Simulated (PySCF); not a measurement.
# The potential of point charges around `CB(C)c1ccc(F)cc1`

Species: `c1c(B(C)C)ccc(F)c1`. Coordinates (PBE0-D3(BJ)/def2-SVP, Å) and charges (e) from the PBE0/pcSseg-1 density (PySCF):

```csv
atom,x,y,z,Mulliken,IAO,Hirshfeld,ESP-fitted
C1,-2.361,1.069,-0.293,-0.5546,-0.5651,-0.1939,-0.7151
B2,-1.418,-0.166,-0.023,+0.5930,+0.3026,+0.1923,+0.7799
C3,-2.012,-1.582,0.338,-0.5543,-0.5653,-0.1938,-0.7154
C4,0.140,0.018,-0.110,-0.3043,-0.1477,-0.0847,-0.4264
C5,1.024,-1.052,0.130,-0.0899,-0.1065,-0.0305,+0.0240
C6,2.404,-0.906,0.048,-0.1350,-0.1988,-0.0706,-0.3792
C7,2.922,0.342,-0.283,+0.3297,+0.3120,+0.0968,+0.4858
F8,4.240,0.495,-0.372,-0.2698,-0.2585,-0.0749,-0.2135
C9,2.096,1.435,-0.523,-0.1353,-0.1988,-0.0706,-0.3762
C10,0.719,1.260,-0.435,-0.0901,-0.1063,-0.0305,+0.0025
H11,-3.432,0.822,-0.290,+0.1312,+0.1419,+0.0365,+0.1501
H12,-2.193,1.838,0.484,+0.1376,+0.1589,+0.0452,+0.1510
H13,-2.124,1.564,-1.250,+0.1336,+0.1521,+0.0418,+0.1483
H14,-1.599,-1.956,1.292,+0.1345,+0.1539,+0.0426,+0.1488
H15,-3.108,-1.602,0.409,+0.1311,+0.1417,+0.0364,+0.1502
H16,-1.708,-2.324,-0.422,+0.1363,+0.1574,+0.0444,+0.1510
H17,0.621,-2.035,0.388,+0.0922,+0.1483,+0.0512,+0.1226
H18,3.088,-1.737,0.233,+0.1110,+0.1649,+0.0555,+0.1891
H19,2.544,2.398,-0.775,+0.1109,+0.1649,+0.0554,+0.1903
H20,0.074,2.120,-0.627,+0.0922,+0.1483,+0.0512,+0.1324
```

Points outside the species (Å): A (-4.2, -1.2, -3.0); B (3.7, 1.2, -6.4); C (-3.5, 2.6, 3.4).

Task: Find the potential V = 14.3996 V·Å × Σ q/r of each set of charges at these points.

Result: In volts:

```tsv
point	nearest atom	distance (Å)	Mulliken	IAO	Hirshfeld	ESP-fitted
A	H11	3.47	+0.145	-0.031	-0.009	+0.006
B	H19	5.87	-0.081	-0.059	-0.015	-0.041
C	H12	3.29	+0.129	+0.036	+0.011	+0.031
```

Task: How far are the other sets from the ESP-fitted one at these points?

Result: Root-mean-square difference: Hirshfeld 0.021 V, IAO 0.024 V, Mulliken 0.101 V. The ESP scheme fits charges at the nuclei, held to the total charge, to the electrostatic potential on points at 1.4 to 2.0 times the van der Waals radii.

Task: What energy would a point charge of -2 e have at B in the field of the ESP charges, leaving out polarisation?

Result: +0.083 eV = +8.0 kJ/mol, a repulsion.

Geometry: PBE0-D3(BJ)/def2-SVP; no solvent, vibrations or thermal averaging.

These values come from a run that also computed NMR shieldings. Time: 46 s of wall time (grids of density and orbitals included); peak memory 1.0 GiB. Hardware: an Arm Neoverse V2 with one thread (shared host).

Conformer computed: `[CH3:1][B:2]([CH3:3])[c:4]1[cH:5][cH:6][c:7]([F:8])[cH:9][cH:10]1`: C1–B2–C4–C5 180°.
